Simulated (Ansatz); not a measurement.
C3H2F3N, SMILES `N#CCC(F)(F)F`, relaxed with RKS PBE0-D4/def2-TZVP in Ansatz from a PBE-D4/def2-SVP geometry. The force threshold is 0.005 eV/Å; the program also tests the step.

The species carries charge 0 and has multiplicity 1.

Start:

```xyz
9

N    -2.105   -0.705    1.497
C    -1.162   -0.678    0.804
C     0.013   -0.647   -0.060
C     0.533    0.768   -0.332
F     0.897    1.383    0.809
F     1.613    0.702   -1.140
F    -0.401    1.524   -0.940
H     0.837   -1.230    0.401
H    -0.224   -1.117   -1.037
```

Task: How much energy does the relaxation release, and in how many steps? (An estimate is asked.)

Result: Ansatz gave: 1.46 kcal/mol, in 5 steps.

Task: Which bonds change most? (Best estimate.)

Result: Ansatz gave: N1–C2 from 1.170 to 1.148 Å; C3–H8 from 1.109 to 1.092 Å; C3–H9 from 1.109 to 1.092 Å; C4–F7 from 1.347 to 1.331 Å.

Task: Give the relaxed structure. (Best estimate.)

Result: Ansatz gave: 
```xyz
9

N    -2.076   -0.698    1.479
C    -1.152   -0.667    0.798
C     0.016   -0.648   -0.063
C     0.525    0.759   -0.328
F     0.885    1.371    0.798
F     1.596    0.698   -1.124
F    -0.394    1.509   -0.932
H     0.825   -1.219    0.396
H    -0.225   -1.106   -1.025
```
